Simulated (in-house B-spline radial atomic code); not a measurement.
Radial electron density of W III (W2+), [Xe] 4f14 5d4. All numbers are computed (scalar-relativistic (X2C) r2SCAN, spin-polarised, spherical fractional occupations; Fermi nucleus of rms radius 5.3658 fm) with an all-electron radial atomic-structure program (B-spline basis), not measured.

One-electron X2C: radii and densities carry no picture-change correction, so inner-shell <1/r> comes out high (for 1s by about 2 % at Z = 33, 5 % at 54, 10 % at 75, 30 % at 118) and <r> low.

Columns: r (bohr), 4πr²n(r) (electrons per bohr), bar.

```
0.000335    2.764 #
0.000415    3.741 #
0.000514    5.044 ##
0.000638    6.794 ##
 0.00079    9.083 ###
0.000979    12.09 ####
 0.00121    15.95 #####
  0.0015    20.96 #######
 0.00186    27.29 #########
 0.00231    35.17 ###########
 0.00286    44.51 ##############
 0.00355    55.45 ##################
  0.0044    67.42 ######################
 0.00545    79.67 ##########################
 0.00675    90.98 #############################
 0.00837    99.75 ################################
  0.0104    104.2 ##################################
  0.0128    103.5 #################################
  0.0159    98.16 ################################
  0.0197    91.53 ##############################
  0.0245    89.01 #############################
  0.0303    95.72 ###############################
  0.0376      112 ####################################
  0.0465    129.6 ##########################################
  0.0577    136.1 ############################################
  0.0715    125.2 ########################################
  0.0886    108.2 ###################################
    0.11    105.3 ##################################
   0.136    118.8 ######################################
   0.169    122.8 ########################################
   0.209    98.62 ################################
   0.259    68.85 ######################
   0.321    65.02 #####################
   0.398     75.6 ########################
   0.493    69.22 ######################
   0.611     46.4 ###############
   0.757    27.51 #########
   0.938    18.84 ######
    1.16    14.05 #####
    1.44    9.096 ###
    1.79    4.804 ##
    2.21     2.22 #
    2.74   0.8827 
     3.4   0.2846 
    4.21  0.06628 
    5.22 0.009504 
    6.47 0.0007474
```

On this grid the curve has 4 maxima, near 0.0104, 0.0577, 0.169, 0.398 bohr.

The 4f up radial function P(r) = rR(r), positive near the nucleus:

| r (bohr) | P |
| --- | --- |
| 0.0245 | 0.002194 |
| 0.0376 | 0.009415 |
| 0.0577 | 0.03668 |
| 0.0886 | 0.1246 |
| 0.136 | 0.3492 |
| 0.209 | 0.7569 |
| 0.321 | 1.187 |
| 0.493 | 1.278 |
| 0.757 | 0.9258 |
| 1.16 | 0.4611 |
| 1.79 | 0.1487 |
| 2.74 | 0.02784 |
| 4.21 | 0.00205 |
